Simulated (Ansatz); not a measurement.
Species: C4H12Si, charge 0, multiplicity 1. SMILES: C[Si](C)(C)C
Structure (B3LYP-D3(BJ)/def2-TZVP (Ansatz, a quantum-chemistry and plane-wave program) minimum search):
```
Si
C 1 1.8800
H 2 1.0926 1 111.21
H 2 1.0926 3 107.68 1 122.07
H 2 1.0926 3 107.68 4 115.86
C 1 1.8800 2 109.47 3 -180.00
H 6 1.0926 1 111.21 2 -60.00
H 6 1.0926 7 107.68 1 122.07
H 6 1.0926 7 107.68 8 115.86
C 1 1.8800 2 109.47 3 60.00
H 10 1.0926 1 111.21 2 60.00
H 10 1.0926 11 107.68 1 -122.07
H 10 1.0926 11 107.68 12 -115.86
C 1 1.8800 2 109.47 3 -60.00
H 14 1.0926 1 111.21 2 60.00
H 14 1.0926 15 107.68 1 122.07
H 14 1.0926 15 107.68 16 115.86
```

Atomisation energy built up term by term with Ansatz (kcal/mol; UHF references for open shells; valence terms freeze the core; atomic spin-orbit terms are left out). CBS marks a two-point X^-3 extrapolation of the correlation energy; Hartree-Fock from the larger set.

| term | basis | kcal/mol |
|---|---|---|
| Hartree-Fock | cc-pV(Q+d)Z | … |
| CCSD correlation | CBS(cc-pV(T+d)Z,cc-pV(Q+d)Z) | 337.18 |
| (T) | CBS(cc-pV(T+d)Z,cc-pV(Q+d)Z) | … |
| core correlation | cc-pwCVTZ | 4.89 |
| scalar relativity (X2C) | cc-pVTZ-DK against cc-pVTZ | -1.45 |
| sum: De |  | … |

**Question.** What belongs in the gaps?

**Answer.** 
- Hartree-Fock, kcal/mol: 1188.14
- (T), kcal/mol: 16.97
- sum: De, kcal/mol: 1545.7
